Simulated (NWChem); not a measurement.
The numbers come from NWChem runs, not from measurements. System: HIOSi, charge 0, spin multiplicity 1, at a geometry optimised with PBE0/def2-SVP with def2 effective core potentials on I. The structure started from a generated list of species. Level: EOM-CCSD/def2-SVPD with def2 effective core potentials on I, 10 core orbitals frozen.

Part of the output:

```
             Northwest Computational Chemistry Package (NWChem) 7.3.0
             --------------------------------------------------------

                                NWChem Input Module
                                -------------------

 Scaling coordinates for geometry "geometry" by  1.889725989
 (inverse scale =  0.529177249)

 Turning off AUTOSYM since
 SYMMETRY directive was detected!

                             Geometry "geometry" -> ""
                             -------------------------

 Output coordinates in angstroms (scale by  1.889725989 to convert to a.u.)

  No.       Tag          Charge          X              Y              Z
 ---- ---------------- ---------- -------------- -------------- --------------
    1 Si                  14.0000    -1.13476000    -1.27454600     0.00000000
    2 I                   53.0000     0.29663000     0.76796400     0.00000000
    3 O                    8.0000     0.05466700    -2.43882400     0.00000000
    4 H                    1.0000    -0.27208900    -3.34786700     0.00000000

 Effective nuclear repulsion energy (a.u.)     277.2386755773

            Nuclear Dipole moment (a.u.)
            ----------------------------
        X                 Y               Z
 ---------------- ---------------- ----------------
    -0.0000056692    -0.0000207870     0.0000000000

      Symmetry information
      --------------------

 Group name             Cs
 Group number              2
 Group order               2
 No. of unique centers     4

      Symmetry unique atoms

     1    2    3    4


 Summary of "ao basis" -> "" (spherical)
 ------------------------------------------------------------------------------
       Tag                 Description            Shells   Functions and Types
 ---------------- ------------------------------  ------  ---------------------
 *                         def2-svpd                  on all atoms

 Summary of "ao basis" -> "ao basis" (spherical)
 ------------------------------------------------------------------------------
       Tag                 Description            Shells   Functions and Types
 ---------------- ------------------------------  ------  ---------------------
 Si                        def2-svpd                10       24   5s3p2d
 I                         def2-svpd                13       35   5s5p3d
 O                         def2-svpd                 9       23   4s3p2d
 H                         def2-svpd                 4        8   2s2p
[...]
    27a'  (alpha) ---    22a'  (alpha)       -0.2067471227
    27a'  (alpha) ---    24a'  (alpha)       -0.1309781295
    28a'  (alpha) ---    24a'  (alpha)       -0.1579583044
    30a'  (alpha) ---    22a'  (alpha)       -0.1324311960
    30a'  (alpha) ---    24a'  (alpha)        0.1910768044
    31a'  (alpha) ---    22a'  (alpha)        0.1759136592
    32a'  (alpha) ---    24a'  (alpha)        0.1035377374
    33a'  (alpha) ---    22a'  (alpha)        0.1056897488
    33a'  (alpha) ---    24a'  (alpha)       -0.1026978710
    25a"  (alpha) ---    23a"  (alpha)       -0.1909482246

 Doubles contributions

 =========================================
 Excited-state calculation ( a"  symmetry)
 =========================================
 Dim. of EOMCC iter. space      500

 EOMCCSD SOLVER TYPE  1
  maxdiff =   0.40126336770160209

 No. of initial right vectors    2

 EOM-CCSD right-hand side iterations
 --------------------------------------------------------------
      Residuum       Omega / hartree  Omega / eV    Cpu    Wall
 --------------------------------------------------------------

 Iteration   1 using    2 trial vectors
   0.4589744357492   0.2319830635747    6.31258
   0.4952396923140   0.2789274387420    7.59001     3.1     3.1

 Iteration   2 using    4 trial vectors
   0.1206423272990   0.1485701028105    4.04280
   0.1138587607567   0.1764068839344    4.80028     2.4     2.4

 Iteration   3 using    6 trial vectors
   0.0535671431496   0.1413883964799    3.84738
   0.0483308961003   0.1697191026876    4.61829     2.5     2.5

 Iteration   4 using    8 trial vectors
   0.0250908249986   0.1392131836441    3.78819
   0.0209485588500   0.1681040266801    4.57435     2.7     2.7

 Iteration   5 using   10 trial vectors
   0.0117263174638   0.1385345924855    3.76972
   0.0088569911761   0.1675919488098    4.56041     2.6     2.6

 Iteration   6 using   12 trial vectors
   0.0052316429002   0.1383965815634    3.76596
   0.0042624070526   0.1675019630751    4.55796     2.8     2.8

 Iteration   7 using   14 trial vectors
   0.0026984167451   0.1383736255382    3.76534
   0.0023474295563   0.1674918472334    4.55769     2.9     2.9

 Iteration   8 using   16 trial vectors
   0.0014586695072   0.1383616881050    3.76501
   0.0013530420817   0.1674831804232    4.55745     2.6     2.6

 Iteration   9 using   18 trial vectors
   0.0007822813784   0.1383641780093    3.76508
   0.0007671614046   0.1674843151985    4.55748     2.9     2.9

 Iteration  10 using   20 trial vectors
   0.0003764735368   0.1383647043257    3.76510
   0.0003968369819   0.1674846182522    4.55749     2.9     2.9

 Iteration  11 using   22 trial vectors
   0.0001992189053   0.1383647172472    3.76510
   0.0002074657142   0.1674839588281    4.55747     2.8     2.8

 Iteration  12 using   24 trial vectors
   0.0000973787848   0.1383647343382    3.76510
   0.0001017889763   0.1674839246165    4.55747     2.8     2.8

 Iteration  13 using   26 trial vectors
   0.0000483190927   0.1383647711815    3.76510
   0.0000564218333   0.1674839678366    4.55747     2.8     2.8

 Iteration  14 using   28 trial vectors
   0.0000228874304   0.1383648151392    3.76510
   0.0000322849322   0.1674839195465    4.55747     2.7     2.7

 Iteration  15 using   30 trial vectors
   0.0000110216032   0.1383648245845    3.76510
   0.0000188927823   0.1674839142899    4.55747     2.6     2.6

 Iteration  16 using   32 trial vectors
   0.0000051391104   0.1383648552894    3.76510
   0.0000103432825   0.1674839513995    4.55747     2.7     2.7

 Iteration  17 using   33 trial vectors
   0.0000025504818   0.1383648576227    3.76510
   0.0000050075874   0.1674839438798    4.55747     1.5     1.5
 --------------------------------------------------------------
 Iterations converged
 ------------------

 Excited state root  1
 Excitation energy / hartree =        0.138364857622651
                   / eV      =        3.765100947090064
 largest EOMCCSD amplitudes: R1 and R2

 Singles contributions
    25a"  (alpha) ---    24a'  (alpha)       -0.8966742681
    29a"  (alpha) ---    24a'  (alpha)        0.1016089347

 Doubles contributions
 ------------------

 Excited state root  2
 Excitation energy / hartree =        0.167483943879779
                   / eV      =        4.557471937302843
 largest EOMCCSD amplitudes: R1 and R2

 Singles contributions
    25a"  (alpha) ---    22a'  (alpha)       -0.8894237562

 Doubles contributions

 Task  times  cpu:      147.6s     wall:      147.6s

 Total times  cpu:      147.6s     wall:      147.6s
```

**Question.** Write an NWChem input that would produce this output.

**Answer.** Several could match; the one computed here: 
```
start mol
memory heap 100 mb stack 700 mb global 1900 mb
geometry units angstroms nocenter noautoz
  Si    -1.134760    -1.274546     0.000000
  I      0.296630     0.767964     0.000000
  O      0.054667    -2.438824     0.000000
  H     -0.272089    -3.347867     0.000000
  symmetry group Cs
end
basis spherical
  * library def2-svpd
end
ecp
  I library def2-ecp
end
scf
  rhf
  nopen 0
  maxiter 100
  thresh 1e-7
  semidirect memsize 60000000 filesize 0
end
tce
  freeze core 10
  ccsd
  nroots 2
  2eorb
  2emet 13
  thresh 1e-5
  maxiter 200
  tilesize 24
end
task tce energy
```
